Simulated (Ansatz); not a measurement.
Geometry optimisation, DFT PBEsol, scalar-relativistic, plane waves, PAW (Ansatz 0.2.0).

input.yaml

```yaml
crystal:
  lattice:
    - [0.0, 5.43, 5.43]
    - [5.43, 0.0, 5.43]
    - [5.43, 5.43, 0.0]
  atoms:
    - { symbol: Si, position: [0.0, 0.0, 0.0] }
    - { symbol: Si, position: [0.125, 0.125, 0.125] }
    - { symbol: Si, position: [0.0, 0.0, 0.5] }
    - { symbol: Si, position: [0.125, 0.125, 0.625] }
    - { symbol: Si, position: [0.0, 0.5, 0.0] }
    - { symbol: Si, position: [0.125, 0.625, 0.125] }
    - { symbol: Si, position: [0.0, 0.5, 0.5] }
    - { symbol: Si, position: [0.125, 0.625, 0.625] }
    - { symbol: Si, position: [0.5, 0.0, 0.0] }
    - { symbol: Si, position: [0.625, 0.125, 0.125] }
    - { symbol: Si, position: [0.5, 0.0, 0.5] }
    - { symbol: Si, position: [0.625, 0.125, 0.625] }
    - { symbol: Si, position: [0.5, 0.5, 0.0] }
    - { symbol: Si, position: [0.625, 0.625, 0.125] }
    - { symbol: Si, position: [0.5, 0.5, 0.5] }
    - { symbol: Si, position: [0.625, 0.625, 0.625] }
    - { symbol: Li, position: [0.7510995, 0.2498785, 0.7484187] }
total_charge: 1
basis:
  ecutwfc: 420.0
kpoints:
  mp_grid: { grid: [2, 2, 2] }
hamiltonian:
  xc: pbesol
scf:
  occupations: { method: fermi_dirac, width: 0.02 }
  lower_state_search: "off"
relax:
  f_tol: 0.08
  max_steps: 25
  adjacent_minimum: "off"
output:
  write_density: true
  write_potential: true
  elf: true
  volumetric_format: npy
```

Launched with:

```bash
$ ansatz run input.yaml --threads 1 --pin off --max-ram 3072MiB --backend cpu --events-out ev --progress --plain --runs-dir out
```

Q: Where does it end, and by what steps?

A: The run converged. The threshold is loose, so the end isn't yet a minimum. Limits of this set-up: charged cell in a uniform background, uncorrected. After 2 steps the energy has fallen by 0.108 eV; Si4 moved furthest, 0.04 Å.

```json
{"step": "0", "energy less start (eV)": "0.0000", "largest force component (eV/Å)": "0.542", "accepted": "yes"}
{"step": "1", "energy less start (eV)": "-0.1055", "largest force component (eV/Å)": "0.094", "accepted": "yes"}
{"step": "2", "energy less start (eV)": "-0.1084", "largest force component (eV/Å)": "0.008", "accepted": "yes"}
```

```xyz
17
Lattice="0.0000 5.4300 5.4300 5.4300 0.0000 5.4300 5.4300 5.4300 0.0000" Properties=species:S:1:pos:R:3
Si 0.000 0.021 0.000
Si 1.366 1.348 1.367
Si 2.693 2.715 0.000
Si 4.047 4.098 1.383
Si 2.715 0.000 2.715
Si 4.063 1.349 4.064
Si 5.430 2.715 2.737
Si 6.797 4.082 4.063
Si 0.000 2.715 2.694
Si 1.382 4.097 4.048
Si 2.714 5.430 2.716
Si 4.047 6.762 4.047
Si 2.736 2.715 5.430
Si 4.063 4.081 6.796
Si 5.430 5.409 5.430
Si 6.812 6.763 6.813
Li 5.427 8.144 5.432
```

Time of the run: 23 s on 1 thread of Intel(R) Xeon(R) Platinum 8259CL CPU @ 2.50GHz (Skylake/Cascade Lake), with other jobs on the host, peak memory 0.63 GiB.
